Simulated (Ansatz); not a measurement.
Ideal-gas functions of C$_{2}$H$_{3}$BSeZn (`C=[C]1[Zn][BH][Se]1`) at 298.15 K and 1 bar, from an Ansatz frequency run at PBE0-D4/def2-TZVP.

Molar mass 182.21 g/mol, point group Cs (symmetry number 1), electronic degeneracy 1, moments of inertia 158.025, 267.692, 425.717 u Å². Harmonic wavenumbers (cm⁻¹, unscaled): 128, 222, 230, 322, 420, 507, 517, 651, 699, 701, 797, 930, 1039, 1411, 1674, 2703, 3128, 3205.

Use S(trans) = R[1.5 ln M + 2.5 ln T − 1.1517]; rotational temperatures θ = 24.2544 K / I; S(rot) = R[ln(√π/σ · √(T³/θAθBθC)) + 1.5]; for each mode x = 1.438777 ν̃/T, S = R[x/(eˣ − 1) − ln(1 − e⁻ˣ)] and H = RT x/(eˣ − 1); 1 cm⁻¹ = 0.0119627 kJ/mol; R = 8.31446 J/(mol·K).

Task: By hand: the entropy, in J/(mol·K).

Result: Translation 173.8. Rotation: θ = 0.1535, 0.0906, 0.057 K, giving 118.0. Vibration, mode by mode: 12.45, 8.13, 7.86, 5.44, 3.73, 2.68, 2.58, 1.55, 1.29, 1.28, 0.88, 0.52, 0.33, 0.07, 0.02, 0.00, 0.00, 0.00, in all 48.8. Electronic 0.0. Sum 340.6 J/(mol·K).

Task: By hand: H − E and G − E in kJ/mol, counted from the electronic energy.

Result: Zero-point energy ½ × 19284 × 0.0119627 = 115.3; thermal vibration 8.8; translation, rotation and pV give 4 RT = 9.9. H − E = 134.0 kJ/mol, and G − E = 134.0 − 298.15 × 340.6/1000 = 32.5 kJ/mol.

Vibration gives 14 % of the entropy, 12.5 J/(mol·K) of it from the mode under 150 cm⁻¹: soft modes count most, and the harmonic formula is weakest for them.
